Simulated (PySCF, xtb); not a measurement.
C₂H₃N, SMILES C[N+]#[C-].

Harmonic wavenumbers (cm⁻¹) from GFN2-xTB (xtb 6.7.1) at its own minimum, in rising order: 330, 330, 1021, 1080, 1080, 1381, 1442, 1443, 2256, 2991, 2992, 3001.

**Question.** What does PySCF with PBE-D3(BJ)/def2-TZVP give at its own minimum? (The exact figures need the calculation; the answer reports its results.)

**Answer.** 274, 274, 948, 1101, 1101, 1398, 1436, 1436, 2164, 2981, 3055, 3055. Paired by order, the mean absolute difference is 40 cm⁻¹ and the zero-point energies are 27.7 and 27.5 kcal/mol.
